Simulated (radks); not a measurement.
All-electron atom: B III in [He] 2s1.

Method: non-relativistic Kohn-Sham, PBEsol, spin-polarised, spherical densities, point nucleus; open shells are filled with parallel spins first; hard spherical wall at 7 bohr; computed with a radial shooting solver on a logarithmic mesh with Libxc functionals.

Energy parts (hartree):
total: -23.26580
kinetic: 23.19975
electron-nucleus: -50.92893
Hartree: 7.56622
exchange-correlation: -3.10284

Orbitals (lengths in bohr, moments of r in powers of bohr):
orbital  occ.  eigenvalue (hartree)    <r^4>
1s up       1              -7.72103  0.05738
1s down     1              -7.69358  0.05682
2s up       1              -1.19283    16.31
2p up       0              -0.96831    17.48
3s up       0              -0.36849    304.3
3d up       0              -0.29585    210.7

The highest occupied level is 2s up at -32.459 eV. The pressure on the wall is 0.000662 GPa. The electron density at the nucleus is 71.32 e/bohr^3. Spin moment in Bohr magnetons: 1. Summed over all electrons, <r^2> = 3.391 bohr^2, which gives a Langevin (diamagnetic) susceptibility term of -2.69 x 10^-6 cm^3/mol. The spin density at the nucleus is 2.454 e/bohr^3 (1s 0.054, 2s 2.400), a Fermi contact field of 129 T.
